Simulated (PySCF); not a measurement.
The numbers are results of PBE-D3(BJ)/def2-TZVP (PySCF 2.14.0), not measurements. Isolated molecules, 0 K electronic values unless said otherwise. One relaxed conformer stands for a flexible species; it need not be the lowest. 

Reference species (SMILES): `[GeH3]` (neutral, multiplicity 2).

```json
{
  "highest_occupied_spin_orbital": "-5.23 eV"
}
```

Changed species: `CS[C]=O` (C–S–C–O torsion 180°) (radical fragment; the reference has radical fragment).

Question: What does the change do to the highest occupied spin orbital?

Answer: the highest occupied spin orbital increases by 0.49 eV, to -4.74 eV.
